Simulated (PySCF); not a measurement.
CBrF2, SMILES F[C](Br)F (connectivity only; charge and spin as stated), charge +1, multiplicity 1.

Geometry optimised at B3LYP-D3(BJ)/def2-SVP. The multiplicity is an assumed one; other spin states were not compared. The isomer is the one that the SMILES or the coordinates give; other isomers of the formula were not compared.

Computed with PySCF with PBE/def2-TZVPD.

Gas-phase values at a fixed geometry.

Computed frontier levels, gap, dipole moment and polarisability:
```yaml
highest_occupied_level: -14.91 eV
lowest_empty_level: -10.99 eV
orbital_gap: 3.93 eV
dipole_moment_about_the_centre_of_nuclear_charge: 0.67 D
mean_static_polarisability: 31.4 bohr³ (4.66 Å³)
polarisability_principal_values: 22.6, 28.6, 43.2 bohr³
```
